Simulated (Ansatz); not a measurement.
One change: `F[CH](F)[GaH2]` becomes `F[CH](F)[InH2]`.

Ansatz, PBE0-D4/def2-TZVP geometries, multiplicity 1. 

Elements past krypton have def2 core potentials. Scalar relativity is left out up to krypton.

| property | `F[CH](F)[GaH2]` |
| --- | --- |
| LUMO energy (ωB97M-V/def2-TZVPP) / eV | -0.34 |
| HOMO–LUMO gap (PBE/def2-TZVPP) / eV | 3.57 |
| HOMO–LUMO gap (B3LYP/def2-TZVPP) / eV | 5.32 |
| HOMO energy (PBE/def2-TZVPP) / eV | -6.44 |
| LUMO energy (B3LYP/def2-TZVPP) / eV | -2.37 |
| HOMO–LUMO gap (ωB97M-V/def2-TZVPP) / eV | 9.80 |

Task: Give the same properties after the change, and the shifts. (Estimate.)

Result: Ansatz gave: 
| property | `F[CH](F)[InH2]` | shift |
| --- | --- | --- |
| LUMO energy (ωB97M-V/def2-TZVPP) / eV | -0.58 | -0.24 |
| HOMO–LUMO gap (PBE/def2-TZVPP) / eV | 3.27 | -0.30 |
| HOMO–LUMO gap (B3LYP/def2-TZVPP) / eV | 4.86 | -0.46 |
| HOMO energy (PBE/def2-TZVPP) / eV | -6.09 | 0.35 |
| LUMO energy (B3LYP/def2-TZVPP) / eV | -2.40 | -0.03 |
| HOMO–LUMO gap (ωB97M-V/def2-TZVPP) / eV | 9.07 | -0.73 |

B3LYP here is the variant with VWN-RPA as its local correlation; programs differ in this.
